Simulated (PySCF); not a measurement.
AsF2H3Si, SMILES F[SiH](F)[AsH2].

Geometry optimised at PBE0-D3(BJ)/def2-SVP. This is a generated structure with no PubChem entry under its InChIKey; it may be hypothetical.

Two levels are set side by side: PBE/def2-TZVP (PySCF) and ωB97X/def2-TZVP (PySCF). Same geometry, gas phase. Differences are taken from unrounded values.

```
quantity                       PBE
---------------------------  -----
orbital gap (eV)              5.91
highest occupied level (eV)  -6.90
lowest empty level (eV)      -0.99
dipole moment (D)             1.84
mean polarisability (bohr³)   56.5
```

Problem. These are the PBE values. What does ωB97X give? (Estimate from the structure and the level; the computed values follow.)

Solution. 
```csv
quantity,ωB97X,PBE minus ωB97X
orbital gap (eV),12.26,-6.35
highest occupied level (eV),-10.25,3.35
lowest empty level (eV),2.01,-3.00
dipole moment (D),2.00,-0.16
mean polarisability (bohr³),54.3,2.2
```

PBE's occupied levels lie high since its potential decays too fast outside the molecule; exact exchange lowers them and widens the gap. Loosely held outer electrons make PBE densities more polarisable. Differences between two approximate levels are no errors against the true value.

Rough cost on one machine, each run with all the roots and properties that it gave: ωB97X against PBE within a factor of 2.
